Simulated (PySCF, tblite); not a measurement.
Isomers of C2H8O3SSi2, one GFN2-xTB conformer each. Single-point energies are computed at PBE0/pcSseg-1 (PySCF, gas phase, no added dispersion term), electronic only.

```json
{"SMILES": "[SiH3]OCOC(=S)O[SiH3]", "GFN2-xTB relative energy (kJ/mol)": "268.2"}
{"SMILES": "O[Si@]1(O[SiH3])OCCS1", "GFN2-xTB relative energy (kJ/mol)": "0.0"}
```

Conformers: `[SiH3:1][O:2][CH2:3][O:4][C:5](=[S:6])[O:7][SiH3:8]` with Si1–O2–C3–O4 57°, O2–C3–O4–C5 -93°, C3–O4–C5–S6 -12°, O4–C5–O7–Si8 -5°; `[OH:1][Si@:2]1([O:3][SiH3:4])[O:5][CH2:6][CH2:7][S:8]1` with H–O1–Si2–O3 -54°, O1–Si2–O3–Si4 49°, O1–Si2–O5–C6 -104°, Si2–O5–C6–C7 -38°, O5–C6–C7–S8 46°, C6–C7–S8–Si2 -30°.

What does PBE0/pcSseg-1 give for the same structures?

```
               SMILES  PBE0/pcSseg-1 E (Eh)  PBE0/pcSseg-1 (kJ/mol)  GFN2-xTB (kJ/mol)  point group
O[Si@]1(O[SiH3])OCCS1           -1283.27916                     0.0                0.0           C1
[SiH3]OCOC(=S)O[SiH3]           -1283.11789                   423.4              268.2           C1
```

Both levels put the same isomer lowest. As drawn, the lower has an O–H bond, which the higher lacks; the higher has a C=S bond, which the lower lacks.

Which frontier levels, dipoles and rotational constants go with these structures?

| SMILES | HOMO (eV, PBE0/pcSseg-1) | LUMO (eV) | dipole (D) | A, B, C (MHz) |
| --- | --- | --- | --- | --- |
| O[Si@]1(O[SiH3])OCCS1 | -6.85 | -0.09 | 0.90 | 2097, 806.4, 760.4 |
| [SiH3]OCOC(=S)O[SiH3] | -6.80 | -1.11 | 2.86 | 1594, 821.2, 677.7 |

What happens when harmonic zero-point energies from GFN2-xTB frequencies are added?

```csv
SMILES,ZPE (kJ/mol),electronic (kJ/mol),with ZPE (kJ/mol)
O[Si@]1(O[SiH3])OCCS1,272.8,0.0,0.0
[SiH3]OCOC(=S)O[SiH3],251.7,423.4,402.3
```

The zero-point energies span 21.1 kJ/mol. The order is unchanged.
